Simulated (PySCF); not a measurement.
Family: germanium hydride cages (EH)n. Gas-phase values, no solvent. Each species was relaxed from one start; no search for lower structures was made at this level. Strings in code marks are SMILES.

The HOMO from two functionals at the same geometries (PBE-D3(BJ)/def2-SVP), both in PySCF: PBE-D3(BJ)/def2-SVP and ωB97X-D3(BJ)/def2-SVP. 

```json
[
 {"species": "[3]prismane cage Ge6H6 `[GeH]12[GeH]3[GeH]1[GeH]1[GeH]2[GeH]31`", "ωB97X-D3(BJ)/def2-SVP (eV)": "-7.98"},
 {"species": "[4]prismane cage Ge8H8 `[GeH]12[GeH]3[GeH]4[GeH]1[GeH]1[GeH]2[GeH]3[GeH]41`", "ωB97X-D3(BJ)/def2-SVP (eV)": "-8.06"},
 {"species": "[5]prismane cage Ge10H10 `[GeH]12[GeH]3[GeH]4[GeH]1[GeH]1[GeH]2[GeH]2[GeH]3[GeH]4[GeH]12`", "ωB97X-D3(BJ)/def2-SVP (eV)": "-8.48"}
]
```

### Question
What does PBE-D3(BJ)/def2-SVP give for each?

### Answer

- [3]prismane cage Ge6H6 `[GeH]12[GeH]3[GeH]1[GeH]1[GeH]2[GeH]31`: -5.22
- [4]prismane cage Ge8H8 `[GeH]12[GeH]3[GeH]4[GeH]1[GeH]1[GeH]2[GeH]3[GeH]41`: -5.28
- [5]prismane cage Ge10H10 `[GeH]12[GeH]3[GeH]4[GeH]1[GeH]1[GeH]2[GeH]2[GeH]3[GeH]4[GeH]12`: -5.70
Over these rows, drawn at random from the members with no instability flagged (it was tested for open shells, ions and some series alone), PBE minus ωB97X-D3(BJ): mean +2.77 eV, from +2.76 eV to +2.78 eV.
